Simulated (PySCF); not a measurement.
A series of substituents X on one scaffold: SiH2(OH)-X. All species are isolated molecules in the gas phase. One relaxed conformer stands for each flexible species; it need not be the lowest. Strings in code marks are SMILES.

Method: B3LYP-D3(BJ)/def2-TZVP // PBE0-D4/def2-TZVP (PySCF 2.14.0). All candidates: neutral, multiplicity 1. B3LYP has the VWN-RPA correlation part, as in Gaussian. Excitations are Tamm–Dancoff values on a coarser integration grid. The basis has no diffuse functions, so Rydberg states are missing or too high.

The T1 excitation (TDA) is 3.17 eV and the S1 excitation (TDA) is 3.80 eV. The LUMO comes out as -2.30 eV.

### Question
Which member has these values?
A) `C=C[SiH2]O` (C–C–Si–O torsion -6°, C–Si–O–H torsion -73°)
B) `O=C(O)[SiH2]O`
C) `O[SiH2]B(O)O`
D) `O[SiH2][AlH2]`

### Answer
D, `O[SiH2][AlH2]`. The others give `O=C(O)[SiH2]O`: 4.49 eV, 5.21 eV, -1.12 eV; `O[SiH2]B(O)O`: 5.40 eV, 6.52 eV, -0.34 eV; `C=C[SiH2]O` (C–C–Si–O torsion -6°, C–Si–O–H torsion -73°): 4.33 eV, 6.42 eV, -0.69 eV
